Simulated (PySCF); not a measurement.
## Mayer bond orders and bond lengths

Species: C7H11F.
SMILES with atom numbers: `[CH2:1]=[C:2]1[CH2:3][CH2:4][CH2:5][C@H:6]([F:7])[CH2:8]1` (hydrogens: H9, H10 on C1; H11, H12 on C3; H13, H14 on C4; H15, H16 on C5; H17 on C6; H18, H19 on C8)

Cartesian coordinates in Å at the GFN2-xTB level; atoms count from 1:
```
atom  x, y, z in Å
C1     2.1410   -0.9456    0.6527
C2     1.0982   -0.4647   -0.0022
C3    -0.0310   -1.3202   -0.4979
C4    -1.3551   -0.8303    0.0949
C5    -1.5757    0.6427   -0.2321
C6    -0.4137    1.4696    0.3029
F7    -0.6086    2.8017   -0.0233
C8     0.9160    0.9986   -0.2842
H9     2.9329   -0.3091    1.0092
H10    2.2521   -1.9987    0.8486
H11   -0.0830   -1.2528   -1.5882
H12    0.1368   -2.3639   -0.2303
H13   -1.3334   -0.9637    1.1789
H14   -2.1810   -1.4231   -0.3015
H15   -1.6377    0.7824   -1.3138
H16   -2.5089    0.9985    0.2084
H17   -0.3830    1.4334    1.4001
H18    1.7342    1.5856    0.1348
H19    0.8901    1.1688   -1.3645
```

Bond orders from the PBE0/pcSseg-1 density (PySCF). Isolated species at its GFN2-xTB geometry (one conformer only).

(1) How far do the computed orders between heavy atoms stray from the drawn ones?

(2) Give the Mayer order of every bond, beside its length.

Results:

(1) The largest departure is 0.139, at C6–F7 (drawn single, 0.861). Drawn single, order below 0.88: C6–F7 (0.861).

(2) 
```csv
bond,drawn as,length (Å),Mayer order
C1–C2,double,1.322,2.008
C2–C3,single,1.501,1.008
C3–C4,single,1.531,1.015
C4–C5,single,1.525,1.026
C5–C6,single,1.523,1.018
C6–F7,single,1.385,0.861
C6–C8,single,1.528,1.000
C8–C2,single,1.501,0.998
C1–H9,single,1.077,0.942
C1–H10,single,1.077,0.944
C3–H11,single,1.094,0.934
C3–H12,single,1.090,0.948
C4–H13,single,1.092,0.945
C4–H14,single,1.091,0.951
C5–H15,single,1.092,0.940
C5–H16,single,1.092,0.947
C6–H17,single,1.098,0.945
C8–H18,single,1.091,0.943
C8–H19,single,1.094,0.926
```

Bonds between the same two heavy elements. C–C: lowest C8–C2 and C6–C8 (0.998, 1.501 Å), highest C1–C2 (2.008, 1.322 Å); in 2 of the 21 pairs the longer bond (by over 0.003 Å) has the higher order (by 0.02 or more). Bonds named together lie within 0.004.

Problem. Sum the orders of all bonds at each heavy atom with more than one neighbour and set the sums beside the valence in the SMILES.

Solution. C1 3.894 (drawn 4), C2 4.014 (drawn 4), C3 3.905 (drawn 4), C4 3.937 (drawn 4), C5 3.931 (drawn 4), C6 3.824 (drawn 4), C8 3.867 (drawn 4). Orders between atoms that aren't bonded are not in these sums.

The Mayer order sums products of elements of PS (density times overlap matrix) between the two atoms' basis functions, so it depends on the basis set.
